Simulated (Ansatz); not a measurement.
Relaxation of FGeH$_{3}$ (5 atoms, charge 0, multiplicity 1), to a largest force component of 0.02 eV/Å in at most 40 steps.

All numbers below come from RKS PBE/def2-SVP (Ansatz 0.2.0).

```xyz
5
Properties=species:S:1:pos:R:3
Ge 0.000 0.000 0.000
F 0.000 0.000 1.680
H 1.462 0.000 -0.516
H -0.730 1.265 -0.516
H -0.730 -1.265 -0.516
```

Problem. Where does it end, and by what steps?

Solution. It converged. After 3 steps the energy has fallen by 0.114 eV; Ge1 moved furthest, 0.06 Å.

| step | energy less start (eV) | largest force component (eV/Å) | accepted |
| --- | --- | --- | --- |
| 0 | 0.0000 | 2.956 | yes |
| 1 | -0.0880 | 1.308 | yes |
| 2 | -0.1129 | 0.104 | yes |
| 3 | -0.1142 | 0.018 | yes |

```xyz
5
Properties=species:S:1:pos:R:3
Ge 0.000 0.000 -0.060
F 0.000 0.000 1.702
H 1.485 0.000 -0.503
H -0.742 1.286 -0.504
H -0.742 -1.286 -0.504
```

Whether the end is a true minimum wasn't checked by a vibrational analysis.

Time of the run: 4.7 s on 1 thread of Arm Neoverse V2, on a shared host, peak memory 0.11 GiB.
